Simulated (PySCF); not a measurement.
PBE on Ru⁻ (ruthenium, charge -1), [Kr] 4d7 5s2, high-spin 4F determinant. Calculation: PySCF 2.14, in aug-cc-pVTZ-PP with one added diffuse shell each of s, p, d, f, g type with ECP28MDF (7s7p6d4f3g, 113 functions); scalar relativity through the core potential.

```
cycle= 1 E= -94.5364301705762  delta_E= -0.0267  |g|= 0.0703  |ddm|= 1.43
cycle= 2 E= -94.5364421979985  delta_E= -1.2e-05  |g|= 0.0472  |ddm|= 0.813
cycle= 3 E= -94.5388559447424  delta_E= -0.00241  |g|= 0.0575  |ddm|= 0.719
cycle= 4 E= -94.5411630358439  delta_E= -0.00231  |g|= 0.0019  |ddm|= 0.114
cycle= 5 E= -94.5411737535289  delta_E= -1.07e-05  |g|= 0.000941  |ddm|= 0.0454
cycle= 6 E= -94.5411759863214  delta_E= -2.23e-06  |g|= 8.34e-05  |ddm|= 0.0114
cycle= 7 E= -94.5411760026183  delta_E= -1.63e-08  |g|= 3.18e-06  |ddm|= 0.000631
cycle= 8 E= -94.5411760026488  delta_E= -3.04e-11  |g|= 1.79e-07  |ddm|= 7.38e-05
converged SCF energy = -94.5411760026488  <S^2> = 3.8030405  2S+1 = 4.0264329
```

Highest occupied orbital energy: 1.148 eV; ⟨L²⟩ = 12.03; populations by l: s 4.00, p 6.00, d 7.00, f 0.00.

(1) Can this result be used?

Results:

(1) With care. The run converged. Energies and moments cover only the electrons outside the core potential. At PBE the highest occupied level has a positive energy, so only the finite basis holds that electron; in a semilocal or global hybrid functional this comes from self-interaction and does not mean that the real anion is unbound.
